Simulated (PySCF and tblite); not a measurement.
The numbers below are computed, except where a source is named.
System: C7H7FN (charge -1), numbered as in [CH2:1]=[CH:2][c:3]1[cH:4][n-:5][c:6]([F:7])[c:8]1[CH3:9].

Motion: rotation about the C3–C2 bond (torsion C4–C3–C2–C1 from 0° to 179°, rising). GFN2-xTB gives an electronic barrier of 8.1 kcal/mol and a reaction energy of 0.3 kcal/mol.

The ion is treated without a counter-ion.

Problem. What does PBE0/pcSseg-1 + D3(BJ) give on GFN2-xTB geometries?

Solution. A barrier of 8.5 kcal/mol, 0.5 above the tight-binding barrier (from unrounded values), a reaction energy of -1.7 kcal/mol and, with GFN2-xTB thermal terms, ΔG‡(298 K) = 8.3 kcal/mol and k = 9.8×10⁶ s⁻¹ (2 equivalent paths).

Programs: tblite and PySCF.
